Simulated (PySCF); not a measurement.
A structure optimised at B3LYP-D3(BJ)/def2-SVP, used in a PySCF frequency run:

```xyz
9

O      0.7741     1.9558     0.0000
Si     0.5357     0.3217     0.0000
Cl     1.4387    -0.5308    -1.6697
Cl     1.4387    -0.5308     1.6697
Ge    -1.7941    -0.1165     0.0000
H      1.6815     2.2891     0.0000
H     -2.4391     0.4893     1.2600
H     -2.0020    -1.6418     0.0000
H     -2.4391     0.4893    -1.2600
```

Problem. Write its SMILES, formula and point group.

Solution. O[Si](Cl)(Cl)[GeH3], Cl2GeH4OSi, Cs

Problem. What are its rotational constants (standard atomic weights)?

Solution. 1.7176, 0.99030, 0.81801 GHz
